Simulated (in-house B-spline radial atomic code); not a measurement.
Radial electron density of Os³⁺, [Xe] 4f14 5d5. Level of theory: scalar-relativistic (X2C) RPBE, spin-polarised, spherical fractional occupations, Fermi nucleus of rms radius 5.4126 fm; calculated with a B-spline radial code for spherical atoms.

One-electron X2C: radii and densities carry no picture-change correction, so inner-shell <1/r> comes out high (for 1s by about 2 % at Z = 33, 5 % at 54, 10 % at 75, 30 % at 118) and <r> low.

Columns: r (bohr), 4πr²n(r) (electrons per bohr), bar.

```
0.000325    3.103 #
0.000402    4.172 #
0.000497    5.584 ##
0.000615    7.453 ##
 0.00076    9.888 ###
0.000939    13.05 ####
 0.00116    17.12 #####
 0.00144    22.42 #######
 0.00177    28.76 #########
 0.00219    36.76 ###########
 0.00271    46.34 ##############
 0.00335    57.34 ##################
 0.00414    69.42 ######################
 0.00512    81.89 ##########################
 0.00633    93.49 #############################
 0.00783    102.7 ################################
 0.00968    107.7 ##################################
   0.012    107.4 ##################################
  0.0148    102.5 ################################
  0.0183    95.54 ##############################
  0.0226    91.79 #############################
  0.0279    96.49 ##############################
  0.0345    111.3 ###################################
  0.0427    130.3 #########################################
  0.0528    140.8 ############################################
  0.0652    134.1 ##########################################
  0.0806    116.5 ####################################
  0.0997    108.1 ##################################
   0.123    118.8 #####################################
   0.152    129.6 ########################################
   0.188    113.9 ####################################
   0.233    80.99 #########################
   0.288    67.94 #####################
   0.356       78 ########################
    0.44    78.84 #########################
   0.544    57.98 ##################
   0.672    34.72 ###########
   0.831     22.6 #######
    1.03    17.26 #####
    1.27    12.26 ####
    1.57    7.054 ##
    1.94      3.3 #
     2.4    1.237 
    2.96    0.363 
    3.66   0.0749 
    4.53  0.00904 
     5.6 0.0005484
```

On this grid the curve has 4 maxima, near 0.00968, 0.0528, 0.152, 0.44 bohr.

The 5p down radial function P(r) = rR(r), positive near the nucleus:

```csv
r (bohr),P
0.000615,0.00139
0.000939,0.00256
0.00144,0.004833
0.00219,0.009135
0.00335,0.01753
0.00512,0.03343
0.00783,0.06252
0.012,0.1121
0.0183,0.184
0.0279,0.2602
0.0427,0.2743
0.0652,0.1142
0.0997,-0.2256
0.152,-0.3827
0.233,0.08363
0.356,0.5805
0.544,0.0129
0.831,-0.9475
1.27,-0.9612
1.94,-0.3762
2.96,-0.05672
4.53,-0.002137
```
